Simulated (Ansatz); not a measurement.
The lowest singlet and triplet of C4H4S (SMILES c1ccsc1); geometries from B3LYP-D3(BJ)/def2-TZVP, each state relaxed from the structure named, with no frequency check.
Singlet (charge 0, multiplicity 1):
```xyz
9

C      0.464    -1.207     0.662
C     -0.933    -0.993     0.503
C     -1.214     0.181    -0.135
S      0.220     1.032    -0.547
C      1.212    -0.191     0.141
H      0.892    -2.075     1.142
H     -1.693    -1.679     0.848
H     -2.179     0.589    -0.385
H      2.285    -0.094     0.123
```
Triplet (charge 0, multiplicity 3):
```xyz
9

C      0.41566    -1.30810     0.59703
C     -0.90369    -1.10626     0.44710
C     -1.22168     0.16296    -0.20818
S      0.22222     1.17469    -0.37404
C      1.22982    -0.21210     0.07040
H      0.86190    -2.18697     1.04050
H     -1.67540    -1.79879     0.75216
H     -2.06747     0.31261    -0.86578
H      2.20473    -0.34099    -0.38029
```

A positive gap puts the triplet lower; no zero-point energy. R- takes a restricted singlet. U- takes an unrestricted singlet (broken symmetry where lower, unprojected). The triplet is unrestricted in single-reference levels.

Frozen-core correlation.

Codes used: Ansatz (Gaussian orbitals). Each number belongs to the level named beside it.

Problem. Predict the gap E(singlet) − E(triplet), adiabatic from R-wB97X-V/def2-TZVPP.

Solution. -315 kJ/mol

Problem. Predict the gap E(singlet) − E(triplet), adiabatic from U-MP2/cc-pV(T+d)Z (spin-contaminated).

Solution. -347 kJ/mol

Problem. Estimate the gap E(singlet) − E(triplet), adiabatic that U-MP2/cc-pV(D+d)Z (spin-contaminated) returns for this input.

Solution. -338 kJ/mol

Ansatz is a first-principles code.
